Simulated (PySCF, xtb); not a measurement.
3-methylpenta-1,2-diene (C6H10), SMILES C=C=C(C)CC. The values are those of a single conformer.

Harmonic wavenumbers (cm⁻¹) from GFN2-xTB (xtb) at its own minimum, in rising order: 44, 125, 148, 202, 220, 285, 345, 485, 543, 607, 765, 819, 857, 969, 976, 1024, 1042, 1066, 1085, 1205, 1244, 1313, 1333, 1395, 1409, 1455, 1477, 1483, 1493, 1503, 1504, 2093, 2963, 2984, 2995, 3012, 3029, 3035, 3039, 3048, 3060, 3062.

What does PBE-D3(BJ)/def2-SVP (PySCF) give at its own minimum? (Estimate from the structure and the level; the computed values follow.)

52, 154, 166, 202, 243, 300, 360, 510, 580, 602, 715, 766, 818, 918, 960, 977, 997, 1030, 1054, 1186, 1215, 1266, 1301, 1333, 1341, 1393, 1397, 1406, 1420, 1428, 1441, 2021, 2952, 2957, 2972, 3027, 3030, 3041, 3061, 3064, 3085, 3120. Paired by order, the mean absolute difference is 36 cm⁻¹ and the zero-point energies are 86.8 and 85.6 kcal/mol.
